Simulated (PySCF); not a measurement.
Gas-phase reaction: SiBr2 + 2 F → Br2 + SiF2

Method: PySCF energies (xtb for GFN2) plus ideal-gas RRHO corrections (1 bar). The comparison is the NASA 1993 polynomial table, which mixes measured and estimated data. After a fit of one offset per element over all species, the range-separated, M06-2X, PBE0/def2-QZVP and CCSD(T)/def2-TZVPP enthalpies, where run, lie to one side of the table for SiF2 (-43 kJ/mol): a fault of the table's entry, another state or a shared error of the levels is possible; this was not checked at source. † marks an energy on the PBE0/def2-TZVP geometry and frequencies; other levels use their own. MP2 and CCSD(T) freeze the core. 6-31G* has spherical d functions here. Open shells (unrestricted): F (multiplicity 2, electronic degeneracy 6); the rest are closed-shell singlets. GFN2 has no spin-polarisation term. Spin-orbit splitting is ignored; it lowers the true energy and changes the entropy of F. B3LYP is the form with VWN-RPA correlation. Br: all electrons, no relativistic terms. For this reaction the table lies outside the span of B3LYP, CCSD(T), M06-2X, MP2, PBE0, r2SCAN, ωB97M-V, ωB97X-V in their largest bases here; which side is off was not settled. MP2 isn't extrapolated to the basis-set limit; its ΔH°(298 K) is -647.0 kJ in def2-SVP and -719.5 kJ in def2-TZVPP. CCSD(T) isn't extrapolated to the basis-set limit; its ΔH°(298 K) is -608.2 kJ in def2-SVP and -676.4 kJ in def2-TZVPP. The harmonic model lacks anharmonicity and excited electronic states, which grow with temperature; levels with a mode under 35 cm⁻¹ are left out. The table's entry may be an old estimate for SiBr2, SiF2 (not checked at source).

```json
[
 {"level": "table", "ΔH°(298 K), kJ": "-663.4", "minus table": "-", "ΔG°(1000 K), kJ": "-535.9"},
 {"level": "B3LYP/6-31G*", "ΔH°(298 K), kJ": "-679.5", "minus table": "-16.1", "ΔG°(1000 K), kJ": "-549.3"},
 {"level": "BLYP/def2-TZVP†", "ΔH°(298 K), kJ": "-721.3", "minus table": "-57.9", "ΔG°(1000 K), kJ": "-591.3"},
 {"level": "CCSD(T)/def2-SVP†", "ΔH°(298 K), kJ": "-608.2", "minus table": "55.2", "ΔG°(1000 K), kJ": "-478.2"},
 {"level": "GFN2-xTB", "ΔH°(298 K), kJ": "-687.0", "minus table": "-23.6", "ΔG°(1000 K), kJ": "-557.6"},
 {"level": "MP2/def2-SVP†", "ΔH°(298 K), kJ": "-647.0", "minus table": "16.4", "ΔG°(1000 K), kJ": "-517.1"},
 {"level": "MP2/def2-TZVPP†", "ΔH°(298 K), kJ": "-719.5", "minus table": "-56.1", "ΔG°(1000 K), kJ": "-589.5"},
 {"level": "PBE/def2-SVP", "ΔH°(298 K), kJ": "-696.8", "minus table": "-33.4", "ΔG°(1000 K), kJ": "-568.1"},
 {"level": "PBE/def2-TZVP†", "ΔH°(298 K), kJ": "-717.2", "minus table": "-53.8", "ΔG°(1000 K), kJ": "-587.3"},
 {"level": "PBE0/def2-TZVP", "ΔH°(298 K), kJ": "-666.9", "minus table": "-3.5", "ΔG°(1000 K), kJ": "-536.9"},
 {"level": "ωB97X-V/def2-TZVP†", "ΔH°(298 K), kJ": "-694.5", "minus table": "-31.1", "ΔG°(1000 K), kJ": "-564.5"}
]
```
